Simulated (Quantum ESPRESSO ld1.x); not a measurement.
Results of a calculation; reference values are marked as such.
Input file for ld1.x (Quantum ESPRESSO 7.5):

```
 &input
    atom='Kr',
    iswitch=1,
    rel=0,
    lsd=1,
    dft='PZ',
    config='[Ne] 3s2',
    verbosity='high',
    prefix='ld1',
    max_out_wfc=37,
    file_charge='ld1.rho',
 /
```

Command: `OMP_NUM_THREADS=1 ld1.x < ld1.in > ld1.out`

It prints (banner and zero overlaps left out):

```
     Program LD1 v.7.5 starts

     --------------------------- All-electron run ----------------------------

     atomic number is 36.00
     dft =PZ   lsd =1 sic =0 latt =0  beta=0.20 tr2=1.0E-14
     Exchange-correlation= PZ
                           (   1   1   0   0   0   0   0)
     mesh =1899 r(mesh) =  99.53219 a.u. xmin = -7.00 dx = 0.00800
     1 Ry =  13.60569312 eV

     n l     nl                  e(Ry)          e(Ha)          e(eV)
     1 0     1S 1( 1.00)   -1102.854100169    -551.427050085 -15005.0944463
     2 0     2S 1( 1.00)    -211.259834161    -105.629917081  -2874.3364728
     2 1     2P 1( 3.00)    -199.668384620     -99.834192310  -2716.6267675
     3 0     3S 1( 1.00)     -81.895162970     -40.947581485  -1114.2404556
     1 0     1S 2( 1.00)   -1102.854100169    -551.427050085 -15005.0944463
     2 0     2S 2( 1.00)    -211.259834161    -105.629917081  -2874.3364728
     2 1     2P 2( 3.00)    -199.668384620     -99.834192310  -2716.6267675
     3 0     3S 2( 1.00)     -81.895162970     -40.947581485  -1114.2404556

     final scf error:  2.5E-17 reached in  14 iterations

     Etot =   -4747.561176 Ry,   -2373.780588 Ha,  -64593.860446 eV
     Total magnetization:    0.00 Bohr mag.

     Ekin =    4745.522346 Ry,    2372.761173 Ha,   64566.120747 eV
     Encl =  -10173.380158 Ry,   -5086.690079 Ha, -138415.888455 eV
     Eh   =     795.131309 Ry,     397.565655 Ha,   10818.312589 eV
     Exc  =    -114.834673 Ry,     -57.417337 Ha,   -1562.405327 eV
```

Run on one thread of a shared host, so times are rough (Intel(R) Xeon(R) Processor @ 2.60GHz): 0.57 s of CPU time, 0.6 s wall, 14 iterations on 1899 mesh points.
